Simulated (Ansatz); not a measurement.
(BeTe)6 ring (Be₆Te₆). Charge 0, multiplicity 3. Geometry r2SCAN-D4/def2-SVP, that of the neutral singlet; atoms count from 1.

```xyz
12

Be   -1.685    0.085   -1.885
Te   -3.243    0.186   -0.283
Be   -1.969   -1.602    0.217
Te   -0.892   -3.527    0.640
Be    0.966   -2.281    0.455
Te    2.959   -1.228    0.427
Be    1.693   -0.088    1.877
Te    0.205    1.076    3.075
Be    0.477    2.220    1.154
Te    0.873    3.532   -0.625
Be    0.520    1.662   -1.817
Te    0.095   -0.037   -3.234
```

In the def2 sets Te takes a core potential; there is no spin–orbit coupling. Single mean-field runs in def2-TZVP are fitted with def2-universal-jkfit. At PBE0-D4/def2-TZVP a singlet of charge 0 lies 3.00 eV below the triplet at the same geometry.

**Question.** Estimate the Mulliken populations from the PBE0/def2-TZVP orbitals of Ansatz.

**Answer.** 
```tsv
atom	charge (e)	spin (α − β)
Be1	-0.07	0.06
Te2	0.02	0.00
Be3	-0.02	0.00
Te4	0.02	0.07
Be5	-0.01	0.01
Te6	0.07	0.19
Be7	-0.12	0.19
Te8	0.13	0.38
Be9	-0.13	0.37
Te10	0.14	0.52
Be11	-0.07	0.21
Te12	0.03	0.01
```
Mulliken values depend strongly on the basis.

**Question.** Where does the spin sit?

**Answer.** Summed by element: Be 0.84, Te 1.16, of 2 unpaired in all. Largest on single atoms: Te10 0.52, Te8 0.38, Be9 0.37.

**Question.** And the Mayer bond orders between heavy atoms (over 0.3)?

**Answer.** Be1–Te2 1.18 (2.24 Å); Be1–Te12 1.22 (2.24 Å); Te2–Be3 1.21 (2.25 Å); Be3–Te4 1.18 (2.25 Å); Te4–Be5 1.19 (2.25 Å); Be5–Te6 1.16 (2.25 Å); Te6–Be7 1.12 (2.24 Å); Be7–Te8 1.13 (2.24 Å); Te8–Be9 1.09 (2.25 Å); Be9–Te10 1.07 (2.25 Å); Te10–Be11 1.06 (2.25 Å); Be11–Te12 1.17 (2.25 Å).
